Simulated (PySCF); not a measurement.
A mixed set of molecules. Theory: TDDFT wB97X-D/def2-SVPD, vertical, gas phase, core orbitals frozen in the response in PySCF 2.14.0, density-fitted response routines. Geometries: PBE0-D3(BJ)/def2-SVP; one conformer of each isolated species. Triplets are in the Tamm–Dancoff approximation. 'Strongest' means the level of largest summed f among the lowest 10 singlets; it needn't be the same kind of state in each.

Task: Rank by computed lowest triplet energy, highest first.
A. `C=C1C=CC([C@@H](C)C#N)=C1`
B. `C=CC(=C)c1ccncc1`
C. `C=C=C(C)c1ccncc1`
D. `C=C=CCc1ccccn1`

Result: D (4.27 eV), C (3.50 eV), B (3.27 eV), A (2.43 eV).

| SMILES | T1 (eV) | α (au) | strongest (eV) | first f ≥ 0.01 (nm) | LUMO (eV) | S1 mainly |
| --- | --- | --- | --- | --- | --- | --- |
| C=C=CCc1ccccn1 | 4.27 | 115.4 | 7.24 | 226 | 0.87 | H-1→L (44%) |
| C=C=C(C)c1ccncc1 | 3.50 | 117.5 | 6.66 | 238 | 0.29 | H-1→L (89%) |
| C=CC(=C)c1ccncc1 | 3.27 | 112.6 | 5.79 | 224 | 0.56 | H-1→L+1 (97%) |
| C=C1C=CC([C@@H](C)C#N)=C1 | 2.43 | 112.3 | 5.32 | 347 | -0.56 | H→L (99%) |

H and L stand for HOMO and LUMO.

- `C=C=CCc1ccccn1`: Löwdin shares by element: HOMO carbon 54% or more (atoms not listed hold the other 46%); LUMO carbon 45% or more, nitrogen 21% (atoms not listed hold the other 34%).
- `C=C=C(C)c1ccncc1`: Löwdin shares by element: HOMO carbon 53% or more, nitrogen 9% (atoms not listed hold the other 38%); LUMO carbon 42% or more, nitrogen 14% (atoms not listed hold the other 44%).
- `C=CC(=C)c1ccncc1`: Löwdin shares by element: HOMO carbon 82% or more (atoms not listed hold the other 18%); LUMO carbon 80% or more (atoms not listed hold the other 20%).
- `C=C1C=CC([C@@H](C)C#N)=C1`: Löwdin shares by element: HOMO carbon 84% or more (atoms not listed hold the other 16%); LUMO carbon 65% or more (atoms not listed hold the other 35%).
